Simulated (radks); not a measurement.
Cr14+, 10 electrons, occupied as [He] 2s2 2p(1/2: 2, 3/2: 3) 3s1 (not the ground configuration).

Method: Dirac Kohn-Sham, relativistic LDA (MacDonald-Vosko exchange, VWN5 correlation), spin-unpolarised, spherical densities, finite nucleus; Fermi nuclear charge, rms radius 3.6452 fm; computed with a radial shooting solver on a logarithmic mesh with Libxc functionals.

Energy parts (eV):
| part | energy |
|---|---|
| total | -25557.244 |
| kinetic | 25849.208 |
| electron-nucleus | -55931.929 |
| Hartree | 5399.091 |
| exchange-correlation | -873.613 |

Orbitals (lengths in bohr, moments of r in powers of bohr; <r^-3> diverges for s and p1/2; r(max) is where P^2 peaks; r(90%) holds 90 % of the orbital's charge):
[
 {"orbital": "1s1/2", "occ.": "2", "eigenvalue (eV)": "-6355.296", "r(90%)": "0.114", "r(max)": "0.04173", "<r^-3>": "-"},
 {"orbital": "2s1/2", "occ.": "2", "eigenvalue (eV)": "-1111.550", "r(90%)": "0.441", "r(max)": "0.2403", "<r^-3>": "-"},
 {"orbital": "2p1/2", "occ.": "2", "eigenvalue (eV)": "-1022.600", "r(90%)": "0.406", "r(max)": "0.1916", "<r^-3>": "-"},
 {"orbital": "2p3/2", "occ.": "3", "eigenvalue (eV)": "-1013.299", "r(90%)": "0.409", "r(max)": "0.1938", "<r^-3>": "379.6"},
 {"orbital": "3s1/2", "occ.": "1", "eigenvalue (eV)": "-411.1803", "r(90%)": "1.05", "r(max)": "0.6789", "<r^-3>": "-"}
]

The highest occupied level is 3s1/2 at -411.18 eV. The density falls to 0.001 e/bohr^3 at r = 1.53 bohr.
